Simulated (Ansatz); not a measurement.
```xyz
2

S     0.0250    0.0428   -0.0730
H    -0.0161    0.0144    1.2292
```

Basis set: aug-cc-pVDZ (spherical functions). Correlated methods keep 5 orbitals frozen. Charge 0, multiplicity 2.

Computed with Ansatz (development build ahead of 0.2.0); each method stands on the lowest determinant of its kind that the runs found.

The atomization energy at this shape (free ground-state atoms in the same class of orbitals less the molecule, no zero-point energy) of doublet SH:

```tsv
method	atomization energy
UHF-MP2	3.35 eV
```

Q: What does UHF give?

A: 2.54 eV.
